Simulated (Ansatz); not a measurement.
Ansatz results at the PBE0-D4/def2-TZVP geometry: HOMO energy (PBE0/def2-TZVPP) -5.69 eV; HOMO–LUMO gap (B3LYP/def2-TZVPP) 4.80 eV; ideal-gas entropy at 298 K and 1 bar (rigid rotor, harmonic PBE0-D4/def2-TZVP) 352 J/(mol·K).

Each molecule was computed in one conformer, which needn't be the lowest.

Task: Which molecule gave them?
A. `CB[NH][AlH2]`
B. `CB(C)[SiH2]F`
C. `F[CH2][Al]1[CH2][CH2]1`
D. `F[C@H]1C[C@@H]1[AlH2]`

Result: C. The others give `F[C@H]1C[C@@H]1[AlH2]`: -7.72, 5.78, 332; `CB(C)[SiH2]F`: -7.66, 5.81, 371; `CB[NH][AlH2]`: -7.69, 6.99, 320.

B3LYP here is the variant with VWN-RPA as its local correlation; programs differ in this.
